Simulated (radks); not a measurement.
Method: non-relativistic Kohn-Sham, LDA (Slater exchange, Perdew-Wang correlation), spin-polarised, spherical densities, point nucleus; open shells are filled with parallel spins first (spin-orbit coupling, left out, can overturn this in heavy ions); computed with a radial shooting solver on a logarithmic mesh with Libxc functionals. Response by self-consistent Sternheimer equations with the Hartree and adiabatic LDA kernel. For heavy and open-shell atoms this level of theory can miss by tens of per cent. Estimate the static dipole polarisabilities of Sn2+ ([Kr] 4d10 5s2) and Sn ([Kr] 4d10 5s2 5p2) and the C6 coefficients of the three pairs.

Answer. alpha = 16.55 and 59.74 bohr^3; C6 = 92.87 (Sn2+-Sn2+), 237.7 (Sn2+-Sn), 657.8 (Sn-Sn) hartree bohr^6.
